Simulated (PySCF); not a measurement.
Compound: C7H13 (doublet state).
Geometry (GFN2-xTB, Å), atoms numbered from 1 in this order:
```xyz
20
C7H13 angstrom
C     -0.118    2.184   -1.224
C     -0.023    0.900   -1.247
C     -0.406   -0.102   -0.144
C     -0.843    0.620    1.128
C     -1.569   -0.941   -0.683
C      0.799   -1.019    0.119
C      2.043   -0.289    0.613
H     -0.427    2.967   -0.574
H      0.356    0.397   -2.132
H     -0.075    1.311    1.464
H     -1.754    1.184    0.946
H     -1.035   -0.101    1.921
H     -1.876   -1.678    0.057
H     -2.422   -0.305   -0.912
H     -1.281   -1.468   -1.590
H      1.045   -1.543   -0.809
H      0.509   -1.773    0.855
H      1.890    0.114    1.611
H      2.885   -0.977    0.654
H      2.296    0.530   -0.056
```

The hyperfine couplings belong to this conformer and change with its torsions.

As a line formula: `[H]/[C]=C\C(C)(C)CC` [radical].

Computed, not measured: PySCF, UKS B3LYP, pcH-1 on C H, non-relativistic, mean-field spin-orbit, GIAO. Isolated species at its GFN2-xTB geometry (one conformer only). The geometry wasn't refined by DFT: couplings that depend on bond lengths, twists or pyramidal angles can differ widely from those at the functional's own minimum. No stability test was run, so a lower SCF solution isn't excluded.

Task: Break the g tensor into its mass correction, gauge correction and orbital-Zeeman/spin–orbit terms.

Result: 
```csv
Δg (ppm),1,2,3
relativistic mass correction,-146,-146,-146
gauge correction,34,3,-38
orbital Zeeman/spin–orbit,-436,37,697
total,-548,-106,513
```

So g = 2.00177, 2.00221, 2.00283 and g_iso = 2.00227; the tensor is rhombic: the two nearest values differ by 42 % of g3 − g1. Axes: g1 points within 8° of the C1–H8 bond and g2 points within 7° of the C2–C3 bond.

Task: How much does each term add to the isotropic shift?

Result: The mass correction -146, the orbital-Zeeman/spin–orbit term 99 and the gauge correction 0 ppm, for a total of -47 ppm. The mass correction is the largest in size. The mass correction is the same along every axis, so the anisotropy comes from the other two: their spans along these axes are 72 (gauge) and 1133 ppm (orbital Zeeman/spin–orbit).

Task: What effective moment and Curie constant follow for a powder?

Result: With the mean of g² = 4.0091 and S(S+1) = 0.75: μ_eff = √(⟨g²⟩S(S+1)) = 1.734 μB and χT = 0.12505·⟨g²⟩·S(S+1) = 0.376 cm³ K/mol (cgs; spin-Hamiltonian part alone).

Task: At 94.404 GHz, how far is the centre of the isotropic spectrum from where a free electron (g = 2.002319) resonates?

Result: B = hν/(g μB) with μB/h = 13.99624 MHz/mT gives 3368.57 mT for the free electron and 3368.65 mT at g_iso, 0.08 mT higher.

Task: In a frozen sample, at which fields do the three g values resonate at 9.5, 34, 94 and 263 GHz (hyperfine left aside), and which band first spreads them over more than twice a line width of 0.5 mT?

Result: 
| band | GHz | B(g3) mT | B(g2) mT | B(g1) mT | spread mT |
| --- | --- | --- | --- | --- | --- |
| X | 9.5 | 338.90 | 339.00 | 339.08 | 0.18 |
| Q | 34.0 | 1212.89 | 1213.27 | 1213.54 | 0.64 |
| W | 94.0 | 3353.29 | 3354.33 | 3355.07 | 1.78 |
| J | 263.0 | 9382.09 | 9384.99 | 9387.06 | 4.97 |

The spread grows in proportion to the frequency. W band is the first where it exceeds 1.0 mT.

The Mulliken spin populations are largest on C1 (+1.03), C2 (-0.17) and C3 (+0.08). No atom but C1 exceeds +0.15. The positive populations add up to 1.17 and the negative ones to -0.17, together 2S = 1.

The HOMO–LUMO gaps are 6.55 eV among the α and 5.22 eV among the β orbitals.
